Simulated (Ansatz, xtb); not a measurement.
BGaHInO: which of two structures lies lower

Structure I is a singlet given by its coordinates and structure II is a singlet given by its coordinates. Both are isolated molecules in the gas phase, relaxed with PBE-D3(BJ)/def2-SVP.

I (Å):

```xyz
5

B    -0.1637   -0.3615   -0.2698
Ga   -1.1624    1.1522   -1.9110
In    0.7165   -1.6877    1.6074
O    -0.8689    0.7293    0.0289
H    -0.0268   -0.5918   -1.5542
```

Close contacts (Å): B1–Ga2 2.45, B1–In3 2.46, B1–O4 1.33, Ga2–O4 2.01, B1–H5 1.31, Ga2–H5 2.11.

II (Å):

```yaml
atoms:
  - { symbol: B, position_ang: [0.7477, 0.3655, 0.2112] }
  - { symbol: Ga, position_ang: [-2.1660, -0.3686, -1.0313] }
  - { symbol: In, position_ang: [-0.6233, 2.3076, -0.2011] }
  - { symbol: O, position_ang: [-0.3372, -0.2395, -0.2764] }
  - { symbol: H, position_ang: [1.7587, -0.2183, 0.5792] }
```

Close contacts (Å): B1–In3 2.41, B1–O4 1.33, Ga2–In3 3.20, Ga2–O4 1.98, In3–O4 2.56, B1–H5 1.22.

Task: Estimate which is lower in electronic energy at CCSD(T)/def2-SVP + ΔMP2/def2-TZVPP, and by roughly how much.

Result: Too close to call at this level: CCSD(T)/def2-SVP + ΔMP2/def2-TZVPP gives E(II) − E(I) = +0.041 eV.

How the difference moves with the method:

| level | geometry | E(II) − E(I) (eV) | departure from the last row (eV) | job, with rough time for the two |
| --- | --- | --- | --- | --- |
| PBE-D3(BJ)/def2-SVP | PBE-D3(BJ)/def2-SVP | −0.022 | −0.063 | optimisation, 29 s |
| HF/def2-SVP | PBE-D3(BJ)/def2-SVP | +0.184 | +0.143 | part of the CCSD(T) run |
| MP2/def2-SVP | PBE-D3(BJ)/def2-SVP | +0.054 | +0.013 | part of the CCSD(T) run |
| CCSD(T)/def2-SVP | PBE-D3(BJ)/def2-SVP | +0.052 | +0.011 | single point |
| CCSD(T)/def2-SVP + ΔMP2/def2-TZVPP | PBE-D3(BJ)/def2-SVP | +0.041 |  | single point, 32 s |

The largest departure from CCSD(T)/def2-SVP + ΔMP2/def2-TZVPP is that of HF/def2-SVP, 0.143 eV. Levels run at GFN2-xTB geometries aren't shown. The last row adds to CCSD(T) the change of the MP2 difference between the two basis sets, here −0.011 eV.

With harmonic frequencies from PBE-D3(BJ)/def2-SVP (ideal gas, rigid rotor, one conformer each, 200 K, 1 atm): on the last row, ΔE + ΔZPE = +0.057, ΔH = +0.053, ΔG = +0.068 eV.

The T1 diagnostic of structure II is large, so the coupled-cluster value is less sure. The correlated steps freeze 15 core orbitals; the filled d shell of Ga and In is correlated, in a basis made for valence electrons. Atoms past krypton carry core potentials in the def2 sets and no spin–orbit term is included. Run with Ansatz 0.2.0; the last row on 1 thread of Intel(R) Xeon(R) 6975P-C (Granite Rapids) on a shared host.
